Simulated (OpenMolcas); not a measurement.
**Zr⁺: from CASSCF to CASPT2**

* Program: OpenMolcas
* Basis: ANO-RCC-VDZP [6s5p3d1f]
* Scalar Hamiltonian: DKH2, point nucleus
* Active space: 3 electrons in 6 orbitals (4d 5s)
* State averaging: 2S+1 = 4 even, 20 roots; 2S+1 = 2 even, 70 roots
* Spin-orbit coupling: state interaction with AMFI integrals over the reference wave functions, term energies averaged over their components

Methods on the same reference wave functions:
A. CASSCF
B. SS-CASPT2, IPEA 0.25 Eh, imaginary shift 0.1 Eh (closed shells correlated: 4s 4p)
C. MS-CASPT2, IPEA 0.25 Eh, imaginary shift 0.1 Eh (closed shells correlated: 4s 4p)

Energies in cm⁻¹ above 4d² 5s ⁴F_3/2, the measured ground level; measured values from NIST Handbook of Basic Atomic Spectroscopic Data.

```csv
Level,A,B,C,Measured
4d² 5s ⁴F_3/2,0.0,0.0,0.0,0.0
4d² 5s ⁴F_5/2,307,311,312,315
4d² 5s ⁴F_7/2,733,747,748,763
4d² 5s ⁴F_9/2,1268,1285,1286,1323
4d³ ⁴F_3/2 [71 %],2946,2880,2830,2572
4d³ ⁴F_5/2,3280,3280,3250,2895
4d³ ⁴F_7/2,3713,3750,3760,3300
4d³ ⁴F_9/2,4217,4250,4260,3758
4d² 5s ²D_3/2(1) [63 %],6146,4010,3510,
4d² 5s ²D_5/2(1),6468,4230,3780,
4d³ ²P_1/2,7529,5630,5520,
4d³ ²P_3/2,7969,6050,5890,
4d² 5s ⁴P_1/2,9167,7700,7700,
4d² 5s ²F_5/2,9293,6180,6010,5753
4d² 5s ⁴P_3/2,9377,7910,7910,
4d² 5s ⁴P_5/2,9703,8220,8210,
4d³ ²G_7/2,9820,8800,8750,
4d² 5s ²F_7/2,9974,6820,6710,6468
4d³ ²G_9/2,10168,9130,9020,
4d³ ⁴P_1/2,12188,10410,10400,
4d³ ⁴P_3/2,12397,10610,10600,
4d³ ⁴P_5/2,12630,10840,10850,
4d³ ²H_9/2,15278,14130,14110,
4d³ ²H_11/2,15647,14530,14530,
```

Deviations, from unrounded energies. A percentage is the sum of absolute deviations over the sum of measured energies, with the sign that they share, or ± where signs differ.

```tsv
Against measurement	Levels	A	B	C
mean absolute deviation (cm-1)	9	970	270	240
fine structure of the ground term (%)	3	-3.9	-2.4	-2.3
other terms of the ground configuration (%)	2	+57.7	+6.4	+4.0
other configurations (%)	4	+13.0	+13.1	+12.6
```

C lies closest to measurement on these levels and A furthest from it. The largest miss of C in the table is 4d³ ⁴F_9/2, by +500 cm-1. The ranking rests on the paired levels alone, and a cruder setting can come out closer through cancelling errors.

Between B and C the level of the table that moves most is 4d² 5s ²D_3/2(1) [63 %], by 490 cm-1 (lowest in C, highest in B). Moves below CASPT2's spread within the term are not significant.

The mean deviations of B to C differ by less than CASPT2's widest spread within a term (660 cm-1), so their order carries little weight.

From A to B the spin-free energies of the other terms of 4d² 5s shown, above ⁴F, scale by factors of 0.59 to 0.83.

The lowest spin-free term lies below A's lowest term by 0.214 hartree in B, 0.214 hartree in C.

CASPT2 breaks the degeneracy within a term, and the mean is taken; among the terms shown or strongly mixed into the levels shown the widest spread is 660 cm-1 (4d² 5s ⁴F, C). Over all roots computed the reference weight is 0.89 to 0.94 in B, 0.89 to 0.94 in C; the roots of lowest weight are the least certain, and an intruder state may touch them. Configurations are named by rounded mean occupations; where the s occupation lies near a half they are strongly mixed, a name can repeat and a true partner stay unpaired. A single d shell beside an s shell can misplace configurations of different d count against each other. The CASPT2 spread within a term exceeds the gap to the next term for 4d³ ⁴F and 4d² 5s ²D(1), so the order of their levels is uncertain, and so are names and mixing where such terms share a J (figures for B; the like holds for C). Without dynamic correlation excited terms often stand tens of per cent too high (terms of higher spin than the ground term too low), and those without a measured partner can miss by more than the paired ones (holds for A). Measured partners are found by configuration, term and J. A level has none where our copy of the source lacks it or the pairing is in doubt (some pairs that miss far off the trend of their configuration count as doubtful), and it then counts in no deviation. Levels of configurations outside the active space are missing. Levels that lie high or do not pair safely by name in every column are left out.

A share in square brackets marks a mixed level and gives the weight of the term that names it, the lowest over the columns. A number in round brackets counts repeated terms of one configuration in the order of the reference energies.
